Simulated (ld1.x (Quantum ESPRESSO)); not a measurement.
**u(r) = r·R(r): atom against pseudo-atom (tin)**

Columns: radius, all-electron u(r) and pseudo u(r) of the 4s shell (level -133.74 eV) of tin in the configuration [Ar] 3d10 4s2 4p6 4d10 5s2 5p2; PBEsol, scalar-relativistic, RRKJ scheme, ld1.x (Quantum ESPRESSO) 7.5.

```
r (bohr)  all-electron   pseudo
   0.062       -0.3801  -0.0743
   0.125       -0.2245  -0.1572
   0.188        0.4422  -0.2537
   0.250        0.7304  -0.3650
   0.312        0.5899  -0.4920
   0.375        0.1998  -0.6331
   0.438       -0.2553  -0.7787
   0.500       -0.6562  -0.9168
   0.562       -0.9625  -1.0393
   0.625       -1.1662  -1.1380
   0.688       -1.2721  -1.2028
   0.750       -1.2991  -1.2292
   0.812       -1.2699  -1.2180
   0.875       -1.2015  -1.1717
   0.938       -1.1093  -1.0969
   1.000       -1.0068  -1.0041
   1.062       -0.9008  -0.9015
   1.125       -0.7951  -0.7959
   1.188       -0.6952  -0.6953
   1.250       -0.6044  -0.6044
   1.312       -0.5221  -0.5221
   1.375       -0.4476  -0.4476
   1.438       -0.3818  -0.3818
   1.500       -0.3254  -0.3254
   1.562       -0.2764  -0.2764
   1.625       -0.2334  -0.2334
```

(1) How many radial nodes do the two functions have?

(2) At about which radius was the pseudo-wave matched?

(3) Is the pseudo-wave norm-conserving?

Answers

(1) The all-electron 4s function has n − l − 1 = 3 (the table is too coarse to show those close to the nucleus); the pseudo-wave has 0, since the states of the same l below it are removed with the core.

(2) 1.25 bohr, where the columns begin to agree (steps of 0.06 bohr).

(3) Yes: the RRKJ scheme keeps the norm inside the radius equal to the all-electron one, which fixes the energy derivative of the logarithmic derivative at the level.
